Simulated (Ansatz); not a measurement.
Calculation: PBE-D3(BJ)/def2-SVP in Ansatz (a first-principles code). No frequencies were computed at this level.

Ansatz 0.2 input:
```yaml
crystal:
  periodic: [false, false, false]
  atoms:
    - { symbol: B, position_ang: [-0.017162, 0.031454, 0.132409] }
    - { symbol: F, position_ang: [0.099674, 1.337483, -0.158713] }
    - { symbol: F, position_ang: [1.017039, -0.507806, 0.769107] }
    - { symbol: F, position_ang: [-1.234787, -0.374119, 0.473065] }
    - { symbol: O, position_ang: [0.16176, -0.661792, -1.507623] }
    - { symbol: H, position_ang: [1.044118, -0.394076, -1.798242] }
    - { symbol: H, position_ang: [-0.510262, -0.218544, -2.043056] }
basis:
  gaussian: { orbitals: def2-svp }
hamiltonian:
  xc: pbe
  dispersion: d3bj
relax:
  max_steps: 150
```

Output:

```
[...]
reference -10892.37148219 eV, -400.2872688558 hartree; 21, 21 occupied and 59, 59 virtual orbitals, 857 factors
relax step   3: F+E_penalty+E_count = -10892.45584077 eV  Δ(F+E_penalty+E_count) = -1.143e-2 eV  max|allowed force component| = 9.566e-2 eV/Å  Δτ_max = 0.0277 Å  (26 SCF iters, accepted)
these checks for a lower state are left out or cut short: starts, cluster_reference, orbital_swaps, neighbouring_geometries, increment
857 factors; their error is unknown
mean field evaluation 32: about -10892.3724 eV, gradient 9.2e-6 eV
mean field -10892.37235263 eV, -400.2873008441 hartree, gradient 9.8e-6 eV, S^2 0.000000; 0 other end points of the search recorded, 0 dependent functions left out
reference -10892.37237943 eV, -400.2873018289 hartree; 21, 21 occupied and 59, 59 virtual orbitals, 857 factors
relax step   4: F+E_penalty+E_count = -10892.45681013 eV  Δ(F+E_penalty+E_count) = -9.694e-4 eV  max|allowed force component| = 5.143e-2 eV/Å  Δτ_max = 0.0099 Å  (26 SCF iters, accepted)
these checks for a lower state are left out or cut short: starts, cluster_reference, orbital_swaps, neighbouring_geometries, increment
857 factors; their error is unknown
mean field -10892.37279355 eV, -400.2873170474 hartree, gradient 1.5e-5 eV, S^2 0.000000; 0 other end points of the search recorded, 0 dependent functions left out
reference -10892.37282035 eV, -400.2873180325 hartree; 21, 21 occupied and 59, 59 virtual orbitals, 857 factors
relax step   5: F+E_penalty+E_count = -10892.45727359 eV  Δ(F+E_penalty+E_count) = -4.635e-4 eV  max|allowed force component| = 8.258e-2 eV/Å  Δτ_max = 0.0221 Å  (26 SCF iters, accepted)
these checks for a lower state are left out or cut short: starts, cluster_reference, orbital_swaps, neighbouring_geometries, increment
857 factors; their error is unknown
mean field -10892.37440013 eV, -400.2873760882 hartree, gradient 8.5e-6 eV, S^2 0.000000; 0 other end points of the search recorded, 0 dependent functions left out
reference -10892.37442702 eV, -400.2873770766 hartree; 21, 21 occupied and 59, 59 virtual orbitals, 857 factors
relax step   6: F+E_penalty+E_count = -10892.45886632 eV  Δ(F+E_penalty+E_count) = -1.593e-3 eV  max|allowed force component| = 1.903e-1 eV/Å  Δτ_max = 0.1056 Å  (25 SCF iters, accepted)
these checks for a lower state are left out or cut short: starts, cluster_reference, orbital_swaps, neighbouring_geometries, increment
857 factors; their error is unknown
mean field -10892.37648038 eV, -400.2874525361 hartree, gradient 1.4e-5 eV, S^2 0.000000; 0 other end points of the search recorded, 0 dependent functions left out
reference -10892.37650724 eV, -400.2874535233 hartree; 21, 21 occupied and 59, 59 virtual orbitals, 857 factors
relax step   7: F+E_penalty+E_count = -10892.46102578 eV  Δ(F+E_penalty+E_count) = -2.159e-3 eV  max|allowed force component| = 1.287e-1 eV/Å  Δτ_max = 0.0247 Å  (25 SCF iters, accepted)
these checks for a lower state are left out or cut short: starts, cluster_reference, orbital_swaps, neighbouring_geometries, increment
857 factors; their error is unknown
mean field -10892.37828107 eV, -400.2875187103 hartree, gradient 1.3e-5 eV, S^2 0.000000; 0 other end points of the search recorded, 0 dependent functions left out
reference -10892.37830791 eV, -400.2875196965 hartree; 21, 21 occupied and 59, 59 virtual orbitals, 857 factors
relax step   8: F+E_penalty+E_count = -10892.46289585 eV  Δ(F+E_penalty+E_count) = -1.870e-3 eV  max|allowed force component| = 5.822e-2 eV/Å  Δτ_max = 0.0290 Å  (25 SCF iters, accepted)
these checks for a lower state are left out or cut short: starts, cluster_reference, orbital_swaps, neighbouring_geometries, increment
857 factors; their error is unknown
mean field evaluation 64: about -10891.9265 eV, gradient 1.2e1 eV
mean field -10892.36287649 eV, -400.2869526021 hartree, gradient 1.2e-5 eV, S^2 0.000000; 0 other end points of the search recorded, 0 dependent functions left out
reference -10892.36290365 eV, -400.2869536005 hartree; 21, 21 occupied and 59, 59 virtual orbitals, 857 factors
relax step   9: F+E_penalty+E_count = -10892.44747618 eV  Δ(F+E_penalty+E_count) = +1.542e-2 eV  max|allowed force component| = 9.887e-1 eV/Å  Δτ_max = 0.1952 Å  (31 SCF iters, rejected (line search))
these checks for a lower state are left out or cut short: starts, cluster_reference, orbital_swaps, neighbouring_geometries, increment
857 factors; their error is unknown
mean field -10892.38498499 eV, -400.2877650745 hartree, gradient 9.4e-6 eV, S^2 0.000000; 0 other end points of the search recorded, 0 dependent functions left out
reference -10892.38501192 eV, -400.2877660642 hartree; 21, 21 occupied and 59, 59 virtual orbitals, 857 factors
relax step  10: F+E_penalty+E_count = -10892.46960171 eV  Δ(F+E_penalty+E_count) = -6.706e-3 eV  max|allowed force component| = 7.935e-2 eV/Å  Δτ_max = 0.0975 Å  (26 SCF iters, accepted)
these checks for a lower state are left out or cut short: starts, cluster_reference, orbital_swaps, neighbouring_geometries, increment
857 factors; their error is unknown
mean field -10892.38893950 eV, -400.2879104004 hartree, gradient 5.9e-6 eV, S^2 0.000000; 0 other end points of the search recorded, 0 dependent functions left out
reference -10892.38896654 eV, -400.2879113939 hartree; 21, 21 occupied and 59, 59 virtual orbitals, 857 factors
relax step  11: F+E_penalty+E_count = -10892.47353030 eV  Δ(F+E_penalty+E_count) = -3.929e-3 eV  max|allowed force component| = 2.566e-1 eV/Å  Δτ_max = 0.0819 Å  (26 SCF iters, accepted)
these checks for a lower state are left out or cut short: starts, cluster_reference, orbital_swaps, neighbouring_geometries, increment
857 factors; their error is unknown
mean field -10892.39888106 eV, -400.2882757458 hartree, gradient 1.1e-5 eV, S^2 0.000000; 0 other end points of the search recorded, 0 dependent functions left out
reference -10892.39890812 eV, -400.2882767402 hartree; 21, 21 occupied and 59, 59 virtual orbitals, 857 factors
relax step  12: F+E_penalty+E_count = -10892.48360217 eV  Δ(F+E_penalty+E_count) = -1.007e-2 eV  max|allowed force component| = 3.730e-2 eV/Å  Δτ_max = 0.1500 Å  (26 SCF iters, accepted)
these checks for a lower state are left out or cut short: starts, cluster_reference, orbital_swaps, neighbouring_geometries, increment
857 factors; their error is unknown
mean field evaluation 96: about -10892.3954 eV, gradient 9.9e-6 eV
mean field -10892.39541955 eV, -400.2881485377 hartree, gradient 1.1e-5 eV, S^2 0.000000; 0 other end points of the search recorded, 0 dependent functions left out
reference -10892.39544665 eV, -400.2881495335 hartree; 21, 21 occupied and 59, 59 virtual orbitals, 857 factors
relax step  13: F+E_penalty+E_count = -10892.48016507 eV  Δ(F+E_penalty+E_count) = +3.437e-3 eV  max|allowed force component| = 4.380e-1 eV/Å  Δτ_max = 0.0113 Å  (26 SCF iters, rejected (line search))
these checks for a lower state are left out or cut short: starts, cluster_reference, orbital_swaps, neighbouring_geometries, increment
857 factors; their error is unknown
mean field -10892.39919994 eV, -400.2882874645 hartree, gradient 7.6e-6 eV, S^2 0.000000; 0 other end points of the search recorded, 0 dependent functions left out
reference -10892.39922700 eV, -400.2882884590 hartree; 21, 21 occupied and 59, 59 virtual orbitals, 857 factors
relax step  14: F+E_penalty+E_count = -10892.48391513 eV  Δ(F+E_penalty+E_count) = -3.130e-4 eV  max|allowed force component| = 1.972e-2 eV/Å  Δτ_max = 0.0055 Å  (26 SCF iters, accepted)
these checks for a lower state are left out or cut short: starts, cluster_reference, orbital_swaps, neighbouring_geometries, increment
857 factors; their error is unknown
mean field -10892.40157047 eV, -400.2883745799 hartree, gradient 4.4e-6 eV, S^2 0.000000; 0 other end points of the search recorded, 0 dependent functions left out
reference -10892.40159754 eV, -400.2883755746 hartree; 21, 21 occupied and 59, 59 virtual orbitals, 857 factors
relax step  15: F+E_penalty+E_count = -10892.48626402 eV  Δ(F+E_penalty+E_count) = -2.349e-3 eV  max|allowed force component| = 9.326e-3 eV/Å  Δτ_max = 0.0732 Å  (26 SCF iters, accepted)
these checks for a lower state are left out or cut short: starts, cluster_reference, orbital_swaps, neighbouring_geometries, increment
857 factors; their error is unknown
mean field -10892.40045532 eV, -400.2883335986 hartree, gradient 5.3e-6 eV, S^2 0.000000; 0 other end points of the search recorded, 0 dependent functions left out
reference -10892.40048238 eV, -400.2883345933 hartree; 21, 21 occupied and 59, 59 virtual orbitals, 857 factors
relax step  16: F+E_penalty+E_count = -10892.48512127 eV  Δ(F+E_penalty+E_count) = +1.143e-3 eV  max|allowed force component| = 2.409e-1 eV/Å  Δτ_max = 0.0784 Å  (26 SCF iters, rejected (line search))
these checks for a lower state are left out or cut short: starts, cluster_reference, orbital_swaps, neighbouring_geometries, increment
857 factors; their error is unknown
mean field -10892.40108937 eV, -400.2883568996 hartree, gradient 1.2e-5 eV, S^2 0.000000; 0 other end points of the search recorded, 0 dependent functions left out
reference -10892.40111637 eV, -400.2883578918 hartree; 21, 21 occupied and 59, 59 virtual orbitals, 857 factors
relax step  17: F+E_penalty+E_count = -10892.48579607 eV  Δ(F+E_penalty+E_count) = +4.679e-4 eV  max|allowed force component| = 2.089e-1 eV/Å  Δτ_max = 0.0386 Å  (25 SCF iters, rejected (line search))
these checks for a lower state are left out or cut short: starts, cluster_reference, orbital_swaps, neighbouring_geometries, increment
857 factors; their error is unknown
mean field evaluation 128: about -10892.4384 eV, gradient 1.2e0 eV
mean field -10892.40188336 eV, -400.2883860783 hartree, gradient 8.0e-6 eV, S^2 0.000000; 0 other end points of the search recorded, 0 dependent functions left out
reference -10892.40191041 eV, -400.2883870725 hartree; 21, 21 occupied and 59, 59 virtual orbitals, 857 factors
relax step  18: F+E_penalty+E_count = -10892.48657831 eV  Δ(F+E_penalty+E_count) = -3.143e-4 eV  max|allowed force component| = 5.072e-3 eV/Å  Δτ_max = 0.0190 Å  (25 SCF iters, accepted)
these checks for a lower state are left out or cut short: starts, cluster_reference, orbital_swaps, neighbouring_geometries, increment
857 factors; their error is unknown
mean field -10892.40205166 eV, -400.2883922631 hartree, gradient 1.7e-5 eV, S^2 0.000000; 0 other end points of the search recorded, 0 dependent functions left out
reference -10892.40207869 eV, -400.2883932566 hartree; 21, 21 occupied and 59, 59 virtual orbitals, 857 factors
relax step  19: F+E_penalty+E_count = -10892.48675732 eV  Δ(F+E_penalty+E_count) = -1.790e-4 eV  max|allowed force component| = 5.656e-2 eV/Å  Δτ_max = 0.0438 Å  (25 SCF iters, accepted)
these checks for a lower state are left out or cut short: starts, cluster_reference, orbital_swaps, neighbouring_geometries, increment
857 factors; their error is unknown
mean field -10892.40128295 eV, -400.2883640138 hartree, gradient 7.9e-6 eV, S^2 0.000000; 0 other end points of the search recorded, 0 dependent functions left out
reference -10892.40130999 eV, -400.2883650075 hartree; 21, 21 occupied and 59, 59 virtual orbitals, 857 factors
relax step  20: F+E_penalty+E_count = -10892.48596738 eV  Δ(F+E_penalty+E_count) = +7.899e-4 eV  max|allowed force component| = 2.580e-1 eV/Å  Δτ_max = 0.0047 Å  (27 SCF iters, rejected (line search))
these checks for a lower state are left out or cut short: starts, cluster_reference, orbital_swaps, neighbouring_geometries, increment
857 factors; their error is unknown
mean field -10892.40213473 eV, -400.2883953159 hartree, gradient 7.7e-6 eV, S^2 0.000000; 0 other end points of the search recorded, 0 dependent functions left out
reference -10892.40216176 eV, -400.2883963091 hartree; 21, 21 occupied and 59, 59 virtual orbitals, 857 factors
relax step  21: F+E_penalty+E_count = -10892.48683615 eV  Δ(F+E_penalty+E_count) = -7.883e-5 eV  max|allowed force component| = 1.132e-2 eV/Å  Δτ_max = 0.0023 Å  (21 SCF iters, accepted)
these checks for a lower state are left out or cut short: starts, cluster_reference, orbital_swaps, neighbouring_geometries, increment
857 factors; their error is unknown
mean field -10892.40214077 eV, -400.2883955379 hartree, gradient 7.8e-5 eV, S^2 0.000000; 0 other end points of the search recorded, 0 dependent functions left out
reference -10892.40216780 eV, -400.2883965312 hartree; 21, 21 occupied and 59, 59 virtual orbitals, 857 factors
relax step  22: F+E_penalty+E_count = -10892.48684029 eV  Δ(F+E_penalty+E_count) = -4.139e-6 eV  max|allowed force component| = 3.172e-4 eV/Å  Δτ_max = 0.0015 Å  (18 SCF iters, accepted)
857 factors; their error is unknown
mean field evaluation 160: about -10892.4021 eV, gradient 7.8e-5 eV
mean field -10892.40214077 eV, -400.2883955379 hartree, gradient 7.8e-5 eV, S^2 0.000000; 1 other end points of the search recorded, 0 dependent functions left out
reference -10892.40216780 eV, -400.2883965312 hartree; 21, 21 occupied and 59, 59 virtual orbitals, 857 factors
Total energy: -10892.48686732 eV, -400.2915091811 hartree
Atom 0 at    -0.076251     0.059098     0.120378 Å, force    -0.000104     0.000082     0.000125 eV/Å
Atom 1 at    -0.210081     1.386780    -0.166327 Å, force     0.000108    -0.000047     0.000055 eV/Å
Atom 2 at     1.156462    -0.339161     0.550130 Å, force    -0.000043    -0.000029     0.000058 eV/Å
Atom 3 at    -1.143060    -0.561754     0.659677 Å, force     0.000030     0.000038    -0.000008 eV/Å
Atom 4 at    -0.023274    -0.595449    -1.557763 Å, force     0.000269     0.000113    -0.000253 eV/Å
Atom 5 at     0.887234    -0.950073    -1.628330 Å, force    -0.000126     0.000160    -0.000031 eV/Å
Atom 6 at    -0.030649     0.213159    -2.110817 Å, force    -0.000135    -0.000317     0.000053 eV/Å
Dipole moment:     0.312934    -0.106077    -0.850634 e Å
```

Cost: roughly 40 core-seconds.
